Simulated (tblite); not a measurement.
Species: C4H6FNSi.
Geometry (GFN2-xTB, Å), atoms numbered from 1 in this order:
```xyz
13
C4H6FNSi angstrom
N      2.860    1.568    0.707
C      2.215    0.652    0.468
Si     1.190   -0.838    0.074
C     -0.059   -0.532   -1.306
C     -0.678   -0.529    0.100
C     -1.266    0.769    0.581
F     -1.400    0.764    1.951
H      1.798   -2.119    0.361
H     -0.367   -1.339   -1.954
H     -0.074    0.420   -1.821
H     -1.328   -1.370    0.315
H     -0.623    1.620    0.333
H     -2.273    0.933    0.174
```

Computed values, GFN2-xTB/tblite, gas phase, harmonic and unscaled. The method is semi-empirical: single wavenumbers can be off by several per cent or more. Modes of hydrogen on silicon can be 10 to 20 % off. One conformer, not necessarily the lowest.

Harmonic wavenumbers (cm⁻¹): 50.1, 87.4, 107.7, 202.2, 284.2, 324.8, 357.1, 445.8, 458.9, 572.5, 605.0, 662.6, 722.0, 766.5, 889.7, 942.1, 998.4, 1026.9, 1047.0, 1114.0, 1155.0, 1211.1, 1292.0, 1336.3, 1431.6, 1450.8, 2335.4, 2407.7, 2907.5, 2944.1, 3027.4, 3058.9, 3073.9.

A = 2745, B = 1629, C = 1197 MHz; mass 115.025 u (most abundant isotopes); point group C1, symmetry number 1.

Task: Zero-point energy?

Result: Half the sum of the wavenumbers: 19648 cm⁻¹ = 235.04 kJ/mol.

Task: What is S at 200 K and 1 bar for an ideal gas of classical rigid rotors and harmonic oscillators?

Result: Translation 159.74, rotation 114.21, vibration 60.14: S = 334.1 J/(mol K).

Task: And Cp and H(200 K) − H(0)?

Result: Cp = 98.87 J/(mol K), of which vibrations give 65.61 (their classical limit is 33 R = 274.4); H(200 K) − H(0) = 13.20 kJ/mol without the zero-point energy, 6.55 from vibrations.

Task: Which modes carry the vibrational entropy at 200 K?

Result: 50.1 cm⁻¹: 16.84; 87.4 cm⁻¹: 12.31; 107.7 cm⁻¹: 10.64; 202.2 cm⁻¹: 5.90; 284.2 cm⁻¹: 3.68; 324.8 cm⁻¹: 2.92 J/(mol K); the other 27 give 7.85 together.

Task: How do the functions run with temperature in this model?

Result: 
```
 T (K)  S (J/(mol K))  Cp (J/(mol K))  H − H(0) (kJ/mol)  G − H(0) (kJ/mol)  ln q(vib)
    50          238.1            50.4               2.01              -9.90       0.40
   100          278.1            66.5               4.94             -22.87       1.33
298.15          379.4           129.6              24.43             -88.67       5.23
373.15          410.8           150.5              34.96            -118.32       6.69
   500          459.0           179.3              55.97            -173.54       9.13
   750          539.6           217.7             105.99            -298.73      13.67
  1000          605.9           242.3             163.69            -442.16      17.79
```

q(vib) and H(0) count from the zero-point level.

Task: Blend soft modes into free rotors: weight 1/[1 + (100 cm⁻¹/ν̃)⁴] for the oscillator and the rest for a rotor with moment μB/(μ + B), μ = h/(8π²ν), B = 10⁻⁴⁴ kg m². What vibrational entropy results?

Result: 55.64 J/(mol K) in place of 60.14, which changes −T·S at 200 K by +0.90 kJ/mol.

Hindered rotation and anharmonicity are outside this model. Other conformers, if any are populated, would add a mixing term that is left out. The structure is chiral; the term R ln 2 for an equal mix with its mirror image is left out.
